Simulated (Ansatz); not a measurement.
Cartesian coordinates in Å:
```
N 0.656 1.737 1.036
Sb -1.223 0.975 0.590
Si -0.293 -1.432 0.815
In -0.356 0.133 -1.916
H 0.616 2.251 1.909
H 0.964 2.387 0.323
H 0.561 -1.810 -0.376
H -1.374 -2.453 0.859
H 0.592 -1.542 2.001
H 1.181 0.725 -2.424
H -1.322 -0.971 -2.818
```

Total charge 0; spin multiplicity 1. Sb, In: def2 effective core potential.

Task: List the ωB97M-V/def2-TZVPP orbital energies in eV (Ansatz 0.2.0). (An estimate is asked.)

Result: The calculation gave: Occupied: -1807.18, -394.14, -159.54, -148.25, -131.28, -111.02, -110.94, -110.89, -102.37, -102.37, -102.35, -87.72, -87.47, -87.41, -38.41, -38.35, -38.32, -38.24, -38.23, -25.92, -24.16, -24.03, -23.96, -23.93, -23.89, -18.88, -16.73, -15.65, -14.27, -12.59, -12.13, -11.72, -10.78, -10.52, -8.62, -8.41. Lowest empty: 0.00, 0.62, 0.92, 1.32, 2.01, 2.17, 2.40, 2.86.
